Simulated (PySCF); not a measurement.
C₂H₁₀O₂Si₂, SMILES C(O)[SiH](CO)[SiH3].

Coordinates come from a r2SCAN-D4/def2-SVP optimisation. This is a generated structure with no PubChem entry under its InChIKey; it may be hypothetical. One conformer was computed; it need not be the lowest.

Two levels are set side by side: PBE/def2-TZVP (PySCF) and r2SCAN/def2-TZVP (PySCF). Same geometry, gas phase. Differences are taken from unrounded values.

```tsv
quantity	r2SCAN	PBE	PBE minus r2SCAN
orbital gap (eV)	5.45	4.83	-0.61
highest occupied level (eV)	-6.10	-5.80	0.31
lowest empty level (eV)	-0.65	-0.96	-0.31
dipole moment (D)	0.93	0.93	0.00
mean polarisability (bohr³)	92.0	94.9	2.9
```

Rough cost on one machine, each run with all the roots and properties that it gave: r2SCAN against PBE about 4 times.
